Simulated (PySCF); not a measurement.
Pd: excitation energy

Pd [Kr] 4d10 (1S) → Pd [Kr] 4d9 5s1 (3D), as a difference of total energies. All numbers are calculated (PySCF 2.14, scalar relativity by spin-free X2C-1e, in aug-cc-pVTZ-DK (9s8p6d3f2g, 102 functions)). Correlated levels: valence: [Kr] frozen. The calculations carry no spin-orbit coupling.

```
           method  excitation energy (eV)
              UHF                  -0.074
              LDA                   1.114
              PBE                   0.967
             PBE0                   0.857
           r2SCAN                   0.743
          r2SCANh                   0.717
             PW91                   0.964
             MN15                   0.941
    MP2 (valence)                   1.315
SCS-MP2 (valence)                   1.267
```

Question: How much does correlation contribute at MP2 (valence)?

Answer: 1.315 − (-0.074) = 1.389 eV, measured against UHF.

A first-order spin-orbit estimate (lowest level to lowest level, LS coupling) adds -0.183 eV.
